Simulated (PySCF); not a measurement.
The numbers below are computed, except where a source is named.
CH8NSi2

The system: CH8NSi2, a small molecule (built as: Si site whose three back bonds go to NHSiH3, H, H; end group CH2); neutral, doublet. The structure, one conformer, was relaxed in the gas phase by PBE0-D3(BJ)/def2-SVP. No frequency run checks that it is a minimum.

SMILES: [CH2][SiH2]N[SiH3]

Coordinates in Å:
```
Si1     0.866   -0.635    0.394
N2     -0.544   -0.170   -0.519
Si3    -2.079    0.424    0.048
C4      2.375    0.249   -0.209
H5      1.142   -2.106    0.318
H6      0.552   -0.292    1.818
H7     -0.478   -0.316   -1.523
H8     -1.891    0.927    1.440
H9     -2.555    1.537   -0.832
H10    -3.158   -0.615    0.065
H11     3.373   -0.205   -0.215
H12     2.341    1.287   -0.562
```

EPR values by unrestricted B3LYP, IGLO-III on C N Si, pcH-1 on H.

(1) Predict g and the largest hyperfine couplings. Where does the spin sit?

(2) How do the isotropic couplings move with BHandHLYP?

Answers

(1) g = 2.0022, 2.0028, 2.0030. The spin sits on C4 (104 %, bonded to 1 Si + 2 H) by Mulliken populations.
| atom | isotope | isotropic (MHz) | dipolar, principal values (MHz) |
| --- | --- | --- | --- |
| C4 | 13C | 73.4 | -73.5, -73.4, 146.9 |
| H11 | 1H | -57.2 | -35.7, -0.9, 36.6 |
| H12 | 1H | -56.5 | -35.7, -0.9, 36.6 |
| H6 | 1H | 78.8 | -3.7, -1.3, 5.0 |
| Si1 | 29Si | 48.6 | -2.8, 0.6, 2.2 |
| H5 | 1H | 19.6 | -3.5, -2.7, 6.2 |

(2) C4 73.4 to 93.9 MHz, H11 -57.2 to -66.3 MHz, H12 -56.5 to -65.4 MHz, H6 78.8 to 70.8 MHz.
